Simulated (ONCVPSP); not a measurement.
**What one change does to a pseudopotential (sulfur (S), ONCV)**

| Quantity | Value |
| --- | --- |
| Element | sulfur |
| Generator | ONCVPSP 4.0.1 |
| Type | optimised norm-conserving Vanderbilt (ONCV) |
| Functional | PBE |
| Relativity | scalar-relativistic |
| Frozen core | [He] |
| Valence charge | 14 |
| Reference configuration | 2s2 2p6 3s2 3p3.75 (charge +0.25) |
| Partial waves | 2s+3s: rc 0.65 bohr, ncon 5, nbas 10, qcut 21.1 1/bohr, 2 projectors; 2p+3p: rc 0.65 bohr, ncon 3, nbas 6, qcut 18.2 1/bohr, 3 projectors, debl 1.2 Ha; d scattering state at 0.11 Ha: rc 0.60 bohr, ncon 5, nbas 9, qcut 18.2 1/bohr, 3 projectors, debl 3.4 Ha |
| Local potential | polynomial inside 0.45 bohr (lpopt 5, dvloc0 1 Ha) |
| Core correction | none |

Change: s: qcut 28.4.

Cutoffs: the cutoffs (Ha) at which the residual kinetic energy of the hardest occupied pseudo-wave falls to 1 and 0.1 mHa per electron; they do not see the model core or the augmentation charge, which bear on the density cutoff. Errors are all-electron minus pseudo energies relative to the spin-unpolarised reference configuration.

Task: What does the change do?

Result: The potential gets harder (155 Ha and 185 Ha → 226 Ha and 270 Ha); both files keep a bound ghost (d); the errors of the 4 common tests hardly move. The waves are optimised to have the least kinetic energy above qcut, so the cutoff follows it (qcut²/2 in Ha).

```csv
quantity,base,changed
"cutoff, loose",155 Ha,226 Ha
"cutoff, tight",185 Ha,270 Ha
loose cutoff by channel,"s 155 Ha, p 147 Ha","s 226 Ha, p 147 Ha"
bound ghosts,d,d
GHOST(+) flags under 300 eV,none,none
"error for 2s2 2p6 3s2 3p4, meV [ΔE -2.04 eV]",-0.1,-0.1
"error for 2s2 2p6 3s2 3p3, meV [ΔE 9.73 eV]",+0.6,+0.5
"error for 2s2 2p6 3s2 3p2, meV [ΔE 32.02 eV]",+2.5,+2.3
"error for 2s2 2p6 3s1 3p5, meV [ΔE 8.27 eV]",+0.7,+0.8
s: phases at 0.66 bohr within 0.05 rad from the reference energy up to (Ha; the scan ends near 5),to the end of the scan,to the end of the scan
p: phases at 0.66 bohr within 0.05 rad from the reference energy up to (Ha; the scan ends near 5),to the end of the scan,to the end of the scan
d: phases at 0.61 bohr within 0.05 rad from the reference energy up to (Ha; the scan ends near 5),to the end of the scan,to the end of the scan
```

 A true bound ghost makes a file unfit for plane-wave use even where its test errors are small: the radial tests pick states by their node count and pass the ghost by.
